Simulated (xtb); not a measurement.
C₅H₅N, charge -1, doublet, from a rough starting geometry (a state made from the parent by changing its charge; the spin is typed, not shown lowest); GFN2-xTB (xtb 6.7.1).

xtb was given this input:
```
$ xtb mol.xyz --gfn 2 --chrg -1 --uhf 1 --opt vtight --json

# file mol.xyz
11

C     -0.35761242     1.11021293     0.06948830
C     -1.32137365     0.08375017    -0.09065257
C     -0.74007393    -1.18770258    -0.21030395
N      0.54855741    -1.50697311    -0.05758659
C      1.35811927    -0.46842493     0.16595375
C      0.96551924     0.85674272     0.14819323
H     -0.72225771     2.10110612     0.05664901
H     -2.30607403     0.24560471    -0.28166318
H     -1.40472560    -2.09812041    -0.33432056
H      2.41688960    -0.76433973     0.28077251
H      1.69441243     1.63841202     0.38297871
```

What the program printed (banner, timings and long lists left out):

```
   ID    Z sym.   atoms
    1    6 C      1-3, 5, 6
    2    7 N      4
    3    1 H      7-11

           -------------------------------------------------
          |                Calculation Setup                |
           -------------------------------------------------

           -------------------------------------------------
          |                 G F N 2 - x T B                 |
           -------------------------------------------------

          ...................................................
          :                      SETUP                      :
          :.................................................:
          :  # basis functions                  29          :
          :  # atomic orbitals                  29          :
          :  # shells                           17          :
          :  # electrons                        31          :
          :  max. iterations                   250          :
          :  Hamiltonian                  GFN2-xTB          :
          :  restarted?                      false          :
          :  GBSA solvation                  false          :
          :  PC potential                    false          :
          :  electronic temp.          300.0000000     K    :
          :  accuracy                    1.0000000          :
          :  -> integral cutoff          0.2500000E+02      :
          :  -> integral neglect         0.1000000E-07      :
          :  -> SCF convergence          0.1000000E-05 Eh   :
          :  -> wf. convergence          0.1000000E-03 e    :
          :  Broyden damping             0.4000000          :
          :  net charge                         -1          :
          :  unpaired electrons                  1          :
          ...................................................

 iter      E             dE          RMSdq      gap      omega  full diag
   1    -16.5301960 -0.165302E+02  0.388E+00    0.29       0.0  T
   2    -16.5028533  0.273427E-01  0.334E+00    0.22       1.0  T
   3    -16.5295064 -0.266531E-01  0.244E+00    0.46       1.0  T
   4    -16.5465321 -0.170257E-01  0.123E+00    0.29       1.0  T
   5    -16.5490699 -0.253776E-02  0.874E-01    0.16       1.0  T
   6    -16.5514292 -0.235928E-02  0.381E-01    0.14       1.0  T
   7    -16.5518969 -0.467683E-03  0.117E-01    0.10       1.0  T
   8    -16.5519834 -0.865216E-04  0.612E-02    0.11       1.0  T
   9    -16.5519938 -0.104320E-04  0.286E-02    0.10       1.1  T
  10    -16.5519965 -0.272269E-05  0.140E-02    0.10       2.2  T
  11    -16.5519972 -0.646315E-06  0.697E-03    0.10       4.3  T
  12    -16.5519973 -0.150288E-06  0.344E-03    0.10       8.8  T
  13    -16.5519974 -0.457753E-07  0.757E-04    0.10      39.8  T
  14    -16.5519974 -0.156330E-08  0.467E-04    0.10      64.6  T

   *** convergence criteria satisfied after 14 iterations ***

         :::::::::::::::::::::::::::::::::::::::::::::::::::::
         ::                     SUMMARY                     ::
         :::::::::::::::::::::::::::::::::::::::::::::::::::::
         :: total energy             -16.267339952480 Eh    ::
         :: gradient norm              0.136275863669 Eh/a0 ::
         :: HOMO-LUMO gap              0.102094754549 eV    ::
         ::.................................................::
         :: SCC energy               -16.551992984937 Eh    ::
         :: -> isotropic ES            0.126600827679 Eh    ::
         :: -> anisotropic ES          0.014358855212 Eh    ::
         :: -> anisotropic XC          0.011108288709 Eh    ::
         :: -> dispersion             -0.008895309886 Eh    ::
         :: repulsion energy           0.284653032457 Eh    ::
         :: add. restraining           0.000000000000 Eh    ::
         :: total charge              -1.000000000000 e     ::
         :::::::::::::::::::::::::::::::::::::::::::::::::::::

      -----------------------------------------------------------
[...]
 * total energy  :   -16.2805486 Eh     change       -0.1320862E-01 Eh
 * total energy  :   -16.2835176 Eh     change       -0.2969020E-02 Eh
 * total energy  :   -16.2838608 Eh     change       -0.3432031E-03 Eh
 * total energy  :   -16.2840614 Eh     change       -0.2006370E-03 Eh
 * total energy  :   -16.2841299 Eh     change       -0.6844810E-04 Eh
 * total energy  :   -16.2841951 Eh     change       -0.6525561E-04 Eh
 * total energy  :   -16.2842265 Eh     change       -0.3141259E-04 Eh
 * total energy  :   -16.2842365 Eh     change       -0.9951252E-05 Eh
 * total energy  :   -16.2842389 Eh     change       -0.2384694E-05 Eh
 * total energy  :   -16.2842396 Eh     change       -0.7224749E-06 Eh
 * total energy  :   -16.2842398 Eh     change       -0.2274955E-06 Eh
 * total energy  :   -16.2842398 Eh     change       -0.1683904E-07 Eh
   *** GEOMETRY OPTIMIZATION CONVERGED AFTER 13 ITERATIONS ***
         :: total energy             -16.284239851947 Eh    ::
[...]
        17        0.0000            0.0032671               0.0889 (LUMO)
        18                          0.1159143               3.1542
        19                          0.3108772               8.4594
        20                          0.3129606               8.5161
        21                          0.3334392               9.0733
        22                          0.3690751              10.0430
        23                          0.3787584              10.3065
        24                          0.4809648              13.0877
        25                          0.5476360              14.9019
        26                          0.6023234              16.3901
        27                          0.6741502              18.3446
       ...                                ...                  ...
        29                          0.8343593              22.7041
      -------------------------------------------------------------
                  HL-Gap            0.0215480 Eh            0.5864 eV
             Fermi-level           -0.0430504 Eh           -1.1715 eV

     #   Z          covCN         q      C6AA      α(0)
     1   6 C        2.914    -0.123    31.122     9.148
     2   6 C        2.904    -0.074    29.844     8.957
     3   6 C        2.888     0.024    27.473     8.593
     4   7 N        1.826    -0.424    32.047     8.388
     5   6 C        2.888     0.024    27.474     8.593
     6   6 C        2.904    -0.074    29.843     8.957
     7   1 H        0.925    -0.077     4.810     3.430
     8   1 H        0.924    -0.069     4.583     3.348
     9   1 H        0.924    -0.069     4.597     3.353
    10   1 H        0.924    -0.069     4.597     3.353
    11   1 H        0.924    -0.069     4.583     3.348

 Mol. C6AA /au·bohr⁶  :       1881.885111
 Mol. C8AA /au·bohr⁸  :      43686.193748
 Mol. α(0) /au        :         69.469156

Wiberg/Mayer (AO) data.
largest (>0.10) Wiberg bond orders for each atom

 ---------------------------------------------------------------------------
     #   Z sym  total        # sym  WBO       # sym  WBO       # sym  WBO
 ---------------------------------------------------------------------------
     1   6 C    3.778 --     6 C    1.266     2 C    1.265     7 H    0.971
                             4 N    0.124
     2   6 C    3.971 --     3 C    1.586     1 C    1.265     8 H    0.966
     3   6 C    3.968 --     2 C    1.586     4 N    1.253     9 H    0.962
     4   7 N    2.800 --     3 C    1.253     5 C    1.253     1 C    0.124
     5   6 C    3.967 --     6 C    1.586     4 N    1.253    10 H    0.962
     6   6 C    3.971 --     5 C    1.586     1 C    1.266    11 H    0.966
     7   1 H    0.994 --     1 C    0.971
     8   1 H    0.995 --     2 C    0.966
     9   1 H    0.995 --     3 C    0.962
    10   1 H    0.995 --     5 C    0.962
    11   1 H    0.995 --     6 C    0.966
 ---------------------------------------------------------------------------

Topologies differ in total number of bonds
Writing topology from bond orders to xtbtopo.mol

molecular dipole:
                 x           y           z       tot (Debye)
 q only:       -0.232       0.595      -0.003
   full:       -0.384       1.029       0.012       2.791
molecular quadrupole (traceless):
                xx          xy          yy          xz          yz          zz
 q only:       -1.408       1.426      -4.801      -0.912      -0.677       6.210
  q+dip:        1.306       2.596      -5.052      -0.131      -0.326       3.746
   full:        0.992       2.946      -6.215      -0.343      -0.492       5.224

optimized geometry written to: xtbopt.xyz

           -------------------------------------------------
          | TOTAL ENERGY              -16.284239851947 Eh   |
          | GRADIENT NORM               0.000047986520 Eh/α |
          | HOMO-LUMO GAP               0.586350742780 eV   |
           -------------------------------------------------
```
